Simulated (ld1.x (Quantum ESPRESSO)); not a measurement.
## Scattering properties, RRKJ potential for terbium (Tb)

* Element: terbium (Tb)
* Generator: ld1.x (Quantum ESPRESSO) 7.5
* Type: norm-conserving RRKJ (Kleinman–Bylander form)
* Functional: PBE
* Relativity: scalar-relativistic
* Frozen core: [Xe]
* Valence charge: 11
* Reference configuration: 4f9 5d0 6s1.5 6p0 (charge +0.5)
* Partial waves: 6p (bound, empty): rc 3.55 bohr; 5d (bound, empty): rc 2.35 bohr; 4f (bound): rc 0.75 bohr; 6s (bound): rc 2.95 bohr
* Local potential: the s channel
* Core correction: none

The phase is arctan(r·u′/u) with u = r·R(r), unwrapped; energies in Ry, scanned from -2 to 5 Ry. A pole is an energy at which the radial function vanishes at the test radius. The pseudo phase is shifted by a multiple of π to meet the all-electron one at the reference energy, and phase errors are pseudo minus all-electron; the curves can meet again beyond the range given. Levels narrower than the energy grid can be missing from the lists of poles.

```tsv
channel	radius (bohr)	reference energy (Ry)	poles, all-electron	poles, pseudo	unbroken range about the reference energy with phases within 0.05 rad	phase error 1 Ry above the reference energy (rad)
s	3.84	-0.45	0.45, 4.62	0.40, 2.77	below 1.0	-0.018
p	3.84	-0.23	1.26	1.03, 4.64	-1.9 to 1.1	-0.038
d	3.84	-0.29	-0.01, 2.80	-0.01, 3.46	below 0.6	+0.070
f	3.84	-0.44	-0.43, 1.86	-0.43, 2.74	below 0.1	+0.290
```

Phases in the d channel:

| E (Ry) | all-electron | pseudo |
| --- | --- | --- |
| -2.00 | 1.372 | 1.372 |
| -1.52 | 1.335 | 1.336 |
| -1.04 | 1.261 | 1.262 |
| -0.56 | 0.941 | 0.945 |
| -0.08 | -1.502 | -1.498 |
| 0.40 | -1.806 | -1.783 |
| 0.88 | -2.229 | -2.072 |
| 1.36 | -4.007 | -3.378 |
| 1.84 | -4.510 | -4.361 |
| 2.32 | -4.642 | -4.562 |
| 2.80 | -4.712 | -4.646 |
| 3.28 | -4.769 | -4.697 |
| 3.76 | -4.833 | -4.736 |
| 4.24 | -4.948 | -4.772 |
| 4.72 | -5.405 | -4.814 |
